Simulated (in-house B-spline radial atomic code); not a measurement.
## Ionising the bromine ion Br⁷⁺ with different functionals

Computed with an all-electron radial atomic-structure program (B-spline basis): scalar-relativistic (spin-free X2C) Hamiltonian, Fermi nucleus of rms radius 4.1629 fm, spin-polarised at highest spin, spherical fractional occupations for the functionals, the average over the highest-spin determinants for Hartree-Fock. The ionisation energy is the difference of two self-consistent energies, [Ar] 3d10 → [Ar] 3d9, without Breit or QED terms; ε is the level of the shell that loses the electron (its least bound occupied spin orbital). There is no spin-orbit coupling in this Hamiltonian.

Hybrids are left out here: with spherical fractional occupations of an open shell their exact exchange keeps a self-interaction that integer-occupation calculations don't have.

```csv
method,rung,ΔSCF (eV),-ε(3d) (eV)
Hartree-Fock,Hartree-Fock,?,?
LDA VWN5,LDA,192.91,176.20
LDA PW92,LDA,192.90,176.19
LDA exchange-only,LDA,190.60,173.95
PBE,GGA,192.59,175.88
PBEsol,GGA,192.53,175.82
BLYP,GGA,192.46,175.76
RPBE,GGA,192.50,175.79
PW91,GGA,192.77,176.05
BP86,GGA,192.66,175.94
AM05,GGA,?,?
OLYP,GGA,193.45,176.73
TPSS,meta-GGA,192.51,175.83
SCAN,meta-GGA,193.50,176.95
r2SCAN,meta-GGA,193.54,176.99
revTPSS,meta-GGA,192.39,175.72
```

(1) What does Hartree-Fock give?

(2) What does AM05 give?

(3) How do they compare with the NIST value?

Answers

(1) ΔSCF 191.10 eV, and -ε(3d) = 195.03 eV.

(2) ΔSCF 192.58 eV, and -ε(3d) = 175.87 eV.

(3) NIST lists 192.61 eV ± 0.06 (measured, ground level to ground level). Errors run from -2.01 to +0.93 eV; PBE is closest (-0.02 eV), though others lie within the uncertainty of it, and part of that can be cancellation, since the calculations leave out spin-orbit coupling, Breit-QED terms, multiplet and fine-structure energies. Hartree-Fock also lacks correlation.
